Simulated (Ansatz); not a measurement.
`O=C[O][GeH3]` → `[OH][GeH]1[CH2][O]1`  (isomerisation)

Gas-phase electronic energies from Ansatz, PBE0-D4/def2-TZVP geometries. CCSD(T)/CBS is the MP2 limit (def2-TZVPP, def2-QZVPP) plus CCSD(T) − MP2 in def2-TZVPP, frozen cores. For Ge outer-core shells are correlated without core-valence functions, which leaves a few kJ/mol of doubt a bond. Scalar relativity is left out up to krypton. Each species was taken in one conformer, which may not be the lowest.

```tsv
species	HF/CBS(def2) energy (Eh)
`O=C[O][GeH3]`	-2265.45561
`[OH][GeH]1[CH2][O]1`	-2265.39759
```

(1) Work out ΔE.

Largest T1 diagnostic among the species: 0.015.

## Answers

(1) ΔE = (-2265.39759) − (-2265.45561) = 0.05802 Eh = +1.58 eV. CCSD(T)/CBS gives +0.98 eV.

At CCSD(T), def2-SVP lies +0.62 eV from the extrapolated value and def2-TZVPP +0.12 eV. Leaving LDA and LC-ωPBE aside and taking each functional with its dispersion term where it has one, the values, not all of them listed here, spread over 0.23 eV, from PBE-D4 to BHLYP-D4. From BLYP to BHLYP (50 % exact exchange), in def2-TZVPP and without D4, ΔE moves by +0.09 eV.
